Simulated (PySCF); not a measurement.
Isomers of C3H12AsGa.

All values: CAM-B3LYP/def2-SVPD (PySCF) at PBE0-D3(BJ)/def2-SVP geometries, gas phase, one conformer each. Core orbitals are frozen in the response; Δα² is half the sum of the squared differences of the principal polarisabilities. The calculation is non-relativistic, for gallium and arsenic too.

(1) Rank by HOMO–LUMO gap, lowest first.
A. `[CH3:1][CH2:2][CH2:3][AsH2+:4][GaH3-:5]` with C1–C2–C3–As4 180°, C2–C3–As4–Ga5 -178°
B. `[CH3:1][CH:2]([CH3:3])[GaH2-:4][AsH3+:5]` with C1–C2–Ga4–As5 -64°
C. `[CH3:1][CH2:2][Ga@@H-:3]([CH3:4])[AsH3+:5]` with C1–C2–Ga3–C4 -161°

(2) Rank by HOMO energy, lowest first.
A. `[CH3:1][CH:2]([CH3:3])[AsH2+:4][GaH3-:5]` with C1–C2–As4–Ga5 179°
B. `[CH3:1][CH2:2][CH2:3][GaH2-:4][AsH3+:5]` with C1–C2–C3–Ga4 -62°, C2–C3–Ga4–As5 82°
C. `[CH3:1][CH2:2][Ga@@H-:3]([CH3:4])[AsH3+:5]` with C1–C2–Ga3–C4 -161°

Results:

(1) B (8.43 eV), C (8.69 eV), A (9.55 eV).

(2) A (-9.05 eV), B (-8.37 eV), C (-8.20 eV).

All values together:

| SMILES | μ (D) | HOMO (eV) | LUMO (eV) | α (Å³) | Δα (Å³) | ΔSCF removal energy (eV) |
| --- | --- | --- | --- | --- | --- | --- |
| CCC[AsH2+][GaH3-] | 4.88 | -9.06 | 0.48 | 16.01 | 5.83 | 9.96 |
| CC[CH2][GaH2-][AsH3+] | 3.04 | -8.37 | 0.43 | 15.58 | 3.30 | 9.02 |
| C[CH2][Ga@@H-]([CH3])[AsH3+] | 2.83 | -8.20 | 0.49 | 15.47 | 2.84 | 8.83 |
| C[CH](C)[GaH2-][AsH3+] | 2.97 | -8.08 | 0.34 | 15.59 | 2.27 | 8.69 |
| CC(C)[AsH2+][GaH3-] | 4.77 | -9.05 | 0.50 | 15.84 | 4.80 | 9.94 |

Conformers: `[CH3:1][CH2:2][CH2:3][AsH2+:4][GaH3-:5]` with C1–C2–C3–As4 180°, C2–C3–As4–Ga5 -178°; `[CH3:1][CH2:2][CH2:3][GaH2-:4][AsH3+:5]` with C1–C2–C3–Ga4 -62°, C2–C3–Ga4–As5 82°; `[CH3:1][CH2:2][Ga@@H-:3]([CH3:4])[AsH3+:5]` with C1–C2–Ga3–C4 -161°; `[CH3:1][CH:2]([CH3:3])[GaH2-:4][AsH3+:5]` with C1–C2–Ga4–As5 -64°; `[CH3:1][CH:2]([CH3:3])[AsH2+:4][GaH3-:5]` with C1–C2–As4–Ga5 179°.

**Question.** By how much does the ΔSCF value exceed −ε(HOMO) over the species that have both?

**Answer.** By 0.61 to 0.90 eV, 0.74 eV on average, over 5 species.
